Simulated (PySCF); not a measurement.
## Atomic charges against the basis set

BH9NPSi2.
Bonds: Si1–N2, N2–Si3, N2–B4, B4–P5. Hydrogens: H6, H7, H8 on Si1; H9, H10, H11 on Si3; H12 on B4; H13, H14 on P5.

PBE0 throughout (PySCF), one geometry, spherical d and f functions. One conformer (not necessarily the lowest) at the PBE0-D3(BJ)/def2-SVP geometry, without solvent, vibrations or thermal averaging. Atoms taken as equivalent share a column and are averaged.

Mulliken charges (e):

| basis | functions | Si1/Si3 | N2 | B4 | P5 | H6 (×6) | H12 | H13/H14 |
| --- | --- | --- | --- | --- | --- | --- | --- | --- |
| STO-3G | 46 | +0.638 | -0.577 | +0.042 | +0.178 | -0.113 | -0.074 | -0.084 |
| 6-31G | 75 | +0.734 | -1.081 | +0.232 | -0.045 | -0.100 | -0.003 | +0.015 |
| pcSseg-0 | 75 | +0.650 | -1.260 | +0.254 | -0.291 | -0.049 | +0.094 | +0.099 |
| 6-31G* | 100 | +0.477 | -0.671 | +0.136 | -0.154 | -0.062 | +0.009 | +0.048 |
| cc-pVDZ | 127 | +0.294 | -0.344 | +0.030 | -0.110 | -0.035 | -0.021 | +0.034 |
| def2-SVP | 127 | +0.447 | -0.516 | +0.043 | -0.071 | -0.063 | -0.006 | +0.016 |
| aug-cc-pVDZ | 208 | -0.951 | -0.351 | -0.603 | -1.000 | +0.375 | +0.742 | +0.433 |
| 6-311+G(2d,p) | 213 | +0.536 | -0.851 | +0.137 | -0.204 | -0.050 | +0.008 | +0.068 |
| def2-TZVP | 227 | +0.158 | -0.160 | -0.018 | -0.236 | -0.012 | +0.015 | +0.077 |
| cc-pVTZ | 288 | +0.152 | -0.139 | -0.042 | -0.128 | -0.014 | +0.012 | +0.038 |
| IGLO-III | 292 | +0.787 | -0.721 | +0.213 | +0.100 | -0.160 | -0.071 | -0.068 |
| pcSseg-2 | 327 | +0.671 | -0.813 | +0.286 | +0.016 | -0.121 | -0.051 | -0.027 |

IAO charges (e):

```
        basis  functions  Si1/Si3      N2      B4      P5  H6 (×6)     H12  H13/H14
       STO-3G         46   +0.701  -0.655  -0.097  +0.164   -0.116  -0.015   -0.051
        6-31G         75   +0.576  -0.665  -0.062  -0.001   -0.078  +0.013   +0.015
     pcSseg-0         75   +0.573  -0.675  -0.074  -0.016   -0.073  +0.011   +0.024
       6-31G*        100   +0.709  -0.733  -0.051  +0.056   -0.114  +0.006   -0.006
      cc-pVDZ        127   +0.699  -0.719  -0.066  +0.049   -0.111  +0.009   -0.001
     def2-SVP        127   +0.720  -0.724  -0.065  +0.059   -0.118  +0.006   -0.005
  aug-cc-pVDZ        208   +0.700  -0.724  -0.064  +0.039   -0.111  +0.010   +0.003
6-311+G(2d,p)        213   +0.736  -0.747  -0.066  +0.059   -0.120  +0.010   -0.004
    def2-TZVP        227   +0.746  -0.753  -0.064  +0.061   -0.123  +0.010   -0.005
      cc-pVTZ        288   +0.731  -0.746  -0.062  +0.051   -0.119  +0.009   -0.002
     IGLO-III        292   +0.744  -0.752  -0.067  +0.063   -0.122  +0.010   -0.005
     pcSseg-2        327   +0.744  -0.752  -0.062  +0.059   -0.122  +0.009   -0.005
```

Hirshfeld charges (e):

```json
{"basis": "STO-3G", "functions": "46", "Si1/Si3": "+0.421", "N2": "-0.282", "B4": "+0.035", "P5": "+0.060", "H6 (×6)": "-0.079", "H12": "-0.096", "H13/H14": "-0.044"}
{"basis": "6-31G", "functions": "75", "Si1/Si3": "+0.348", "N2": "-0.294", "B4": "+0.075", "P5": "-0.027", "H6 (×6)": "-0.064", "H12": "-0.059", "H13/H14": "-0.004"}
{"basis": "pcSseg-0", "functions": "75", "Si1/Si3": "+0.364", "N2": "-0.276", "B4": "+0.057", "P5": "-0.008", "H6 (×6)": "-0.069", "H12": "-0.073", "H13/H14": "-0.007"}
{"basis": "6-31G*", "functions": "100", "Si1/Si3": "+0.341", "N2": "-0.277", "B4": "+0.089", "P5": "-0.025", "H6 (×6)": "-0.068", "H12": "-0.057", "H13/H14": "-0.003"}
{"basis": "cc-pVDZ", "functions": "127", "Si1/Si3": "+0.352", "N2": "-0.267", "B4": "+0.077", "P5": "-0.003", "H6 (×6)": "-0.072", "H12": "-0.066", "H13/H14": "-0.008"}
{"basis": "def2-SVP", "functions": "127", "Si1/Si3": "+0.359", "N2": "-0.269", "B4": "+0.076", "P5": "+0.003", "H6 (×6)": "-0.074", "H12": "-0.068", "H13/H14": "-0.009"}
{"basis": "aug-cc-pVDZ", "functions": "208", "Si1/Si3": "+0.357", "N2": "-0.302", "B4": "+0.083", "P5": "0.000", "H6 (×6)": "-0.069", "H12": "-0.060", "H13/H14": "-0.009"}
{"basis": "6-311+G(2d,p)", "functions": "213", "Si1/Si3": "+0.360", "N2": "-0.306", "B4": "+0.082", "P5": "+0.004", "H6 (×6)": "-0.070", "H12": "-0.060", "H13/H14": "-0.010"}
{"basis": "def2-TZVP", "functions": "227", "Si1/Si3": "+0.354", "N2": "-0.295", "B4": "+0.086", "P5": "-0.002", "H6 (×6)": "-0.070", "H12": "-0.061", "H13/H14": "-0.008"}
{"basis": "cc-pVTZ", "functions": "288", "Si1/Si3": "+0.353", "N2": "-0.289", "B4": "+0.086", "P5": "-0.003", "H6 (×6)": "-0.070", "H12": "-0.062", "H13/H14": "-0.009"}
{"basis": "IGLO-III", "functions": "292", "Si1/Si3": "+0.350", "N2": "-0.296", "B4": "+0.083", "P5": "+0.006", "H6 (×6)": "-0.069", "H12": "-0.064", "H13/H14": "-0.008"}
{"basis": "pcSseg-2", "functions": "327", "Si1/Si3": "+0.359", "N2": "-0.301", "B4": "+0.087", "P5": "0.000", "H6 (×6)": "-0.071", "H12": "-0.061", "H13/H14": "-0.009"}
```

Some averages cover members that differ in this geometry, most widely: H6 (×6), Mulliken in aug-cc-pVDZ +0.304 to +0.449; H13/H14, Mulliken in aug-cc-pVDZ +0.376 to +0.489; Si1/Si3, Mulliken in aug-cc-pVDZ -1.004 to -0.898; Si1/Si3, Mulliken in 6-311+G(2d,p) +0.490 to +0.582 e.

Problem. Which scheme is steadiest as the basis changes?

Solution. Largest range over the bases for any column: Hirshfeld 0.09 e, IAO 0.18 e, Mulliken 1.74 e. Hirshfeld charges move least and Mulliken charges most, counted in e. Without the minimal STO-3G basis the ranges are Hirshfeld 0.04, IAO 0.17, Mulliken 1.74 e.

Problem. How much do the charges still move between the two largest bases, IGLO-III and pcSseg-2?

Solution. At most, over all atoms: Mulliken 0.131 e, IAO 0.004 e, Hirshfeld 0.009 e.

Problem. What do the same runs give for the total energy, the frontier levels and the dipole moment?

Solution. 
```csv
basis,energy (Eh),HOMO (eV),LUMO (eV),μ (D)
STO-3G,-993.3603,-3.73,3.96,2.26
6-31G,-1004.7323,-6.92,-0.14,2.15
pcSseg-0,-1003.6311,-7.10,-0.40,2.26
6-31G*,-1004.8595,-7.05,-0.32,1.65
cc-pVDZ,-1004.9160,-7.09,-0.49,1.41
def2-SVP,-1004.5742,-7.12,-0.53,1.45
aug-cc-pVDZ,-1004.9253,-7.19,-0.71,1.35
"6-311+G(2d,p)",-1004.9772,-7.22,-0.75,1.32
def2-TZVP,-1004.9885,-7.21,-0.72,1.28
cc-pVTZ,-1004.9923,-7.20,-0.68,1.29
IGLO-III,-1004.9902,-7.19,-0.69,1.23
pcSseg-2,-1005.0083,-7.22,-0.72,1.38
```

The dipole is fixed by the density alone, so its range of 1.03 D shows that the density itself changes with the basis, not only its division among atoms.
